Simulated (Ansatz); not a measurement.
Calculation: PBE0-D3(BJ)/def2-TZVP (Ansatz, a program for electronic structure). No frequencies were computed at this level.

Ansatz 0.2 input:
```yaml
crystal:
  periodic: [false, false, false]
  atoms:
    - { symbol: N, position_ang: [-1.284171, -0.054486, -0.000648] }
    - { symbol: B, position_ang: [0.010983, 0.447504, -0.041406] }
    - { symbol: B, position_ang: [1.291788, 1.254958, -0.109821] }
    - { symbol: C, position_ang: [1.52272, -0.103896, 0.01657] }
    - { symbol: H, position_ang: [-2.109779, 0.515662, -0.056181] }
    - { symbol: H, position_ang: [-1.4946, -1.034387, 0.087] }
    - { symbol: H, position_ang: [2.063059, -1.025356, 0.104487] }
basis:
  gaussian: { orbitals: def2-tzvp }
hamiltonian:
  xc: pbe0
  dispersion: d3bj
relax:
  max_steps: 150
```

Output:

```
Functional definition: PBE0
805 factors; their error is unknown
mean field evaluation 1: about -3911.6628 eV, gradient 7.0e1 eV
mean field evaluation 2: about -3895.0617 eV, gradient 1.0e2 eV
mean field evaluation 4: about -3922.3191 eV, gradient 7.0e0 eV
mean field evaluation 8: about -3922.4362 eV, gradient 2.5e-1 eV
mean field evaluation 16: about -3922.4389 eV, gradient 4.7e-5 eV
mean field -3922.43894369 eV, -144.1469724559 hartree, gradient 4.7e-5 eV, S^2 0.000000; 0 other end points of the search recorded, 0 dependent functions left out
reference -3922.43897137 eV, -144.1469734733 hartree; 13, 13 occupied and 129, 129 virtual orbitals, 805 factors
relax step   1: F+E_penalty+E_count = -3922.53827272 eV  Δ(F+E_penalty+E_count) = +0.000e0 eV  max|allowed force component| = 1.891e0 eV/Å  Δτ_max = 0.0000 Å  (28 SCF iters, accepted)
these checks for a lower state are left out or cut short: starts, cluster_reference, orbital_swaps, neighbouring_geometries, increment
805 factors; their error is unknown
mean field -3922.49335312 eV, -144.1489719656 hartree, gradient 1.3e-5 eV, S^2 0.000000; 0 other end points of the search recorded, 0 dependent functions left out
reference -3922.49338074 eV, -144.1489729808 hartree; 13, 13 occupied and 129, 129 virtual orbitals, 805 factors
relax step   2: F+E_penalty+E_count = -3922.59265828 eV  Δ(F+E_penalty+E_count) = -5.439e-2 eV  max|allowed force component| = 6.814e-1 eV/Å  Δτ_max = 0.0302 Å  (34 SCF iters, accepted)
these checks for a lower state are left out or cut short: starts, cluster_reference, orbital_swaps, neighbouring_geometries, increment
805 factors; their error is unknown
mean field -3922.52500160 eV, -144.1501350259 hartree, gradient 9.6e-6 eV, S^2 0.000000; 0 other end points of the search recorded, 0 dependent functions left out
reference -3922.52502922 eV, -144.1501360409 hartree; 13, 13 occupied and 129, 129 virtual orbitals, 805 factors
relax step   3: F+E_penalty+E_count = -3922.62448252 eV  Δ(F+E_penalty+E_count) = -3.182e-2 eV  max|allowed force component| = 4.146e-1 eV/Å  Δτ_max = 0.0698 Å  (33 SCF iters, accepted)
these checks for a lower state are left out or cut short: starts, cluster_reference, orbital_swaps, neighbouring_geometries, increment
805 factors; their error is unknown
mean field evaluation 32: about -3922.5239 eV, gradient 1.1e0 eV
mean field -3922.53050369 eV, -144.1503372240 hartree, gradient 1.3e-5 eV, S^2 0.000000; 0 other end points of the search recorded, 0 dependent functions left out
reference -3922.53053131 eV, -144.1503382388 hartree; 13, 13 occupied and 129, 129 virtual orbitals, 805 factors
relax step   4: F+E_penalty+E_count = -3922.63012016 eV  Δ(F+E_penalty+E_count) = -5.638e-3 eV  max|allowed force component| = 1.804e-1 eV/Å  Δτ_max = 0.0293 Å  (34 SCF iters, accepted)
these checks for a lower state are left out or cut short: starts, cluster_reference, orbital_swaps, neighbouring_geometries, increment
805 factors; their error is unknown
mean field -3922.53127445 eV, -144.1503655487 hartree, gradient 1.3e-5 eV, S^2 0.000000; 0 other end points of the search recorded, 0 dependent functions left out
reference -3922.53130205 eV, -144.1503665632 hartree; 13, 13 occupied and 129, 129 virtual orbitals, 805 factors
relax step   5: F+E_penalty+E_count = -3922.63094855 eV  Δ(F+E_penalty+E_count) = -8.284e-4 eV  max|allowed force component| = 1.351e-2 eV/Å  Δτ_max = 0.0085 Å  (34 SCF iters, accepted)
these checks for a lower state are left out or cut short: starts, cluster_reference, orbital_swaps, neighbouring_geometries, increment
805 factors; their error is unknown
mean field -3922.53128563 eV, -144.1503659599 hartree, gradient 1.3e-5 eV, S^2 0.000000; 0 other end points of the search recorded, 0 dependent functions left out
reference -3922.53131324 eV, -144.1503669743 hartree; 13, 13 occupied and 129, 129 virtual orbitals, 805 factors
relax step   6: F+E_penalty+E_count = -3922.63096342 eV  Δ(F+E_penalty+E_count) = -1.487e-5 eV  max|allowed force component| = 4.864e-3 eV/Å  Δτ_max = 0.0013 Å  (34 SCF iters, accepted)
805 factors; their error is unknown
mean field evaluation 64: about -3922.5154 eV, gradient 2.3e0 eV
mean field -3922.53128563 eV, -144.1503659599 hartree, gradient 1.3e-5 eV, S^2 0.000000; 1 other end points of the search recorded, 0 dependent functions left out
reference -3922.53131324 eV, -144.1503669743 hartree; 13, 13 occupied and 129, 129 virtual orbitals, 805 factors
Total energy: -3922.63099102 eV, -144.1540300653 hartree
Atom 0 at    -1.266059    -0.071689     0.000735 Å, force     0.000513     0.002515    -0.000166 eV/Å
Atom 1 at     0.005433     0.467948    -0.042931 Å, force    -0.003434     0.001779    -0.000368 eV/Å
Atom 2 at     1.307735     1.271833    -0.110806 Å, force     0.001276    -0.004864     0.000560 eV/Å
Atom 3 at     1.563870    -0.052127     0.012038 Å, force     0.000432     0.002394    -0.000250 eV/Å
Atom 4 at    -2.090106     0.500614    -0.055643 Å, force    -0.000926    -0.001122     0.000105 eV/Å
Atom 5 at    -1.450433    -1.055675     0.090209 Å, force     0.001094    -0.000601     0.000085 eV/Å
Atom 6 at     1.929560    -1.060906     0.106399 Å, force     0.001045    -0.000101     0.000035 eV/Å
Dipole moment:    -0.443080    -0.361326     0.031131 e Å
```

Cost: roughly 40 core-seconds.
